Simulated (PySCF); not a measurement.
Compound: C₂H₆FN₂Si₂ (doublet state).
Structure used (GFN2-xTB), in Å, numbered top down from 1:
```
atom  x, y, z in Å
N1    -0.7640    2.5393   -1.5749
C2    -0.9078    1.6615   -0.8518
Si3   -1.1122    0.1871    0.3047
N4    -2.3725   -0.8905   -0.1713
Si5    0.7993   -1.0278   -0.0347
C6     2.3822    0.0568    0.1426
F7     2.4850    0.4668    1.4653
H8    -1.6443    0.8114    1.5255
H9    -2.2819   -1.4582   -0.9970
H10   -3.3320   -0.6105   -0.0545
H11    1.0868   -2.2301    0.7682
H12    3.3086   -0.4754   -0.0836
H13    2.3483    0.9702   -0.4563
```

The hyperfine couplings belong to this conformer and change with its torsions.

Identity: `N[Si@@H]([SiH]CF)C#N` [radical].

The calculation used UKS B3LYP, pcH-1 on C F H N Si, non-relativistic, mean-field spin-orbit, GIAO in PySCF 2.14.0. The structure is a single GFN2-xTB conformer in the gas phase; no vibrational or solvent corrections. The geometry wasn't refined by DFT: couplings that depend on bond lengths, twists or pyramidal angles can differ widely from those at the functional's own minimum, by a factor of two or more for some ions and for spin on atoms past the first row. No stability test was run, so a lower SCF solution isn't excluded.

(1) Give the principal g shifts and their parts.

(2) At 9.576 GHz, how far is the centre of the isotropic spectrum from where a free electron (g = 2.002319) resonates?

(3) Average each term over the three axes. Which is largest in size?

(4) In a frozen sample, at which fields do the three g values resonate at 9.5, 34, 94 and 263 GHz (hyperfine left aside), and which band first spreads them over more than twice a line width of 1.0 mT?

Answers

(1) 
| Δg (ppm) | 1 | 2 | 3 |
| --- | --- | --- | --- |
| relativistic mass correction | -140 | -140 | -140 |
| gauge correction | 22 | 64 | 49 |
| orbital Zeeman/spin–orbit | -252 | 872 | 2717 |
| total | -370 | 797 | 2625 |

So g = 2.00195, 2.00312, 2.00494 and g_iso = 2.00334; the tensor is rhombic: the two nearest values differ by 39 % of g3 − g1. 

(2) B = hν/(g μB) with μB/h = 13.99624 MHz/mT gives 341.70 mT for the free electron and 341.52 mT at g_iso, 0.17 mT lower.

(3) The orbital-Zeeman/spin–orbit term 1112, the mass correction -140 and the gauge correction 45 ppm, for a total of 1017 ppm. The orbital-Zeeman/spin–orbit term is the largest in size. The mass correction is the same along every axis, so the anisotropy comes from the other two: their spans along these axes are 42 (gauge) and 2968 ppm (orbital Zeeman/spin–orbit).

(4) 
```
band    GHz  B(g3) mT  B(g2) mT  B(g1) mT  spread mT
   X    9.5    338.54    338.85    339.05       0.51
   Q   34.0   1211.62   1212.72   1213.43       1.81
   W   94.0   3349.76   3352.82   3354.77       5.01
   J  263.0   9372.21   9380.76   9386.23      14.02
```

The spread grows in proportion to the frequency. W band is the first where it exceeds 2.0 mT.

The largest Mulliken spin population is on Si5 (+0.93). The angles at Si5 add up to 337.3°, so it is pyramidal.

The HOMO–LUMO gaps are 5.27 eV among the α and 4.10 eV among the β orbitals.
